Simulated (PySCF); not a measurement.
## Bonding in `C=CCC(=O)C=O`

Compound: C5H6O2.
SMILES with atom numbers: `[CH2:1]=[CH:2][CH2:3][C:4](=[O:5])[CH:6]=[O:7]` (hydrogens: H8, H9 on C1; H10 on C2; H11, H12 on C3; H13 on C6)

Geometry (GFN2-xTB, Å), atoms numbered from 1 in this order:
```xyz
13
C5H6O2 angstrom
C      2.3271    0.1664    0.4000
C      1.1450   -0.4087    0.5092
C     -0.1432    0.2620    0.1544
C     -0.9787   -0.5335   -0.8100
O     -0.7556   -1.6556   -1.1861
C     -2.2251    0.2019   -1.3068
O     -2.5770    1.2783   -0.9166
H      3.2362   -0.3475    0.6590
H      2.4361    1.1809    0.0513
H      1.0523   -1.4295    0.8530
H      0.0240    1.2568   -0.2661
H     -0.7625    0.4003    1.0492
H     -2.7829   -0.3714   -2.0695
```

Bond orders from the PBE0/pcSseg-1 density (PySCF). Isolated species at its GFN2-xTB geometry (one conformer only).

(1) How far do the computed orders between heavy atoms stray from the drawn ones?

(2) Set the Mayer orders of the bonds beside their lengths.

Answers

(1) The largest departure is 0.107, at C4–C6 (drawn single, 0.893).

(2) 
| bond | drawn as | length (Å) | Mayer order |
| --- | --- | --- | --- |
| C1–C2 | double | 1.319 | 2.000 |
| C2–C3 | single | 1.495 | 1.038 |
| C3–C4 | single | 1.504 | 0.920 |
| C4–O5 | double | 1.204 | 2.008 |
| C4–C6 | single | 1.530 | 0.893 |
| C6–O7 | double | 1.198 | 2.035 |
| C1–H8 | single | 1.076 | 0.953 |
| C1–H9 | single | 1.078 | 0.955 |
| C2–H10 | single | 1.081 | 0.951 |
| C3–H11 | single | 1.093 | 0.928 |
| C3–H12 | single | 1.097 | 0.908 |
| C6–H13 | single | 1.105 | 0.929 |

Bonds between the same two heavy elements. C–C: lowest C4–C6 (0.893, 1.530 Å), highest C1–C2 (2.000, 1.319 Å). C–O: lowest C4–O5 (2.008, 1.204 Å), highest C6–O7 (2.035, 1.198 Å).

Sum the orders of all bonds at each heavy atom with more than one neighbour and set the sums beside the valence in the SMILES.

C1 3.908 (drawn 4), C2 3.989 (drawn 4), C3 3.794 (drawn 4), C4 3.821 (drawn 4), C6 3.857 (drawn 4). Orders between atoms that aren't bonded are not in these sums.

For a closed shell the Mayer order of atoms A and B is Σ (PS)μν (PS)νμ over the basis functions μ on A and ν on B, with P the density and S the overlap matrix.

The run behind these numbers computed NMR shieldings as well. Hardware: one thread, Arm Neoverse V2 (shared host). Cost: 13 s of wall time.
